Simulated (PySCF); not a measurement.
**Correlation energy of Xe⁺ (xenon, charge +1)**

[Kr] 4d10 5s2 5p5, 2P determinant. All numbers are calculated (PySCF 2.14, scalar relativity by spin-free X2C-1e, in x2c-TZVPall). Frozen: [Kr] 4d10; 7 electrons correlated.

MP2 pair energies summed by pair of shells (mhartree):

| pair | energy | share (%) |
| --- | --- | --- |
| 5p-5p | -64.56 | 61.7 |
| 5s-5p | -34.23 | 32.7 |
| 5s-5s | -5.91 | 5.6 |

Total MP2 correlation energy: -104.70 mhartree.

Same-spin part -23.63 and opposite-spin part -81.07 mhartree; SCS-MP2 scales them by 1/3 and 6/5 to -105.17 mhartree.
